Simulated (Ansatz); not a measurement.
Molecule: GaF2, net charge 0, doublet state. It need not be the lowest isomer of its formula. 
Coordinates optimised at B3LYP-D3(BJ)/def2-TZVP (Ansatz, a first-principles code):
```
Ga
F 1 1.7703
F 1 1.7703 2 117.20
```
Charge 0, spin multiplicity 2.

Basis-set convergence of Hartree-Fock and CCSD(T) correlation energies (hartree) with Ansatz. Correlated levels leave the core frozen unless marked. Open shells are spin-unrestricted. No spin-orbit coupling. The frozen core is the preceding noble-gas configuration, with the filled d and f shells of earlier blocks. Non-relativistic.

| basis | functions | E(HF) | E(corr, CCSD(T)) |
|---|---|---|---|
| aug-cc-pVDZ | 82 | -2122.18675 | -0.48081 |
| aug-cc-pVTZ | 151 | (withheld) | (withheld) |

**Question.** Fill in the missing entries.

**Answer.** 
- aug-cc-pVTZ, E(HF): -2122.30886
- aug-cc-pVTZ, E(corr, CCSD(T)): -0.59929
